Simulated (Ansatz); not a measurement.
Ideal-gas functions of Cl$_{3}$OSi, SMILES `[O][Si](Cl)(Cl)Cl` radical at 800 K and 1 bar, from an Ansatz frequency run at PBE0-D4/def2-TZVP.

Molar mass 150.44 g/mol, point group Cs (symmetry number 1), electronic degeneracy 2, moments of inertia 263.46, 275.39, 392.782 u Å². Harmonic wavenumbers (cm⁻¹, unscaled): 107, 158, 219, 234, 241, 459, 624, 628, 897.

Use S(trans) = R[1.5 ln M + 2.5 ln T − 1.1517]; rotational temperatures θ = 24.2544 K / I; S(rot) = R[ln(√π/σ · √(T³/θAθBθC)) + 1.5]; for each mode x = 1.438777 ν̃/T, S = R[x/(eˣ − 1) − ln(1 − e⁻ˣ)] and H = RT x/(eˣ − 1); 1 cm⁻¹ = 0.0119627 kJ/mol; R = 8.31446 J/(mol·K).

Problem. By hand: the entropy, in J/(mol·K).

Solution. Translation 191.9. Rotation: θ = 0.0921, 0.0881, 0.0618 K, giving 132.2. Vibration, mode by mode: 22.03, 18.80, 16.11, 15.57, 15.33, 10.14, 7.78, 7.73, 5.18, in all 118.7. Electronic 5.8. Sum 448.6 J/(mol·K).

Problem. By hand: H − E and G − E in kJ/mol, counted from the electronic energy.

Solution. Zero-point energy ½ × 3567 × 0.0119627 = 21.3; thermal vibration 42.0; translation, rotation and pV give 4 RT = 26.6. H − E = 89.9 kJ/mol, and G − E = 89.9 − 800 × 448.6/1000 = -269.0 kJ/mol.

Vibration gives 26 % of the entropy, 22.0 J/(mol·K) of it from the mode under 150 cm⁻¹: soft modes count most, and the harmonic formula is weakest for them.
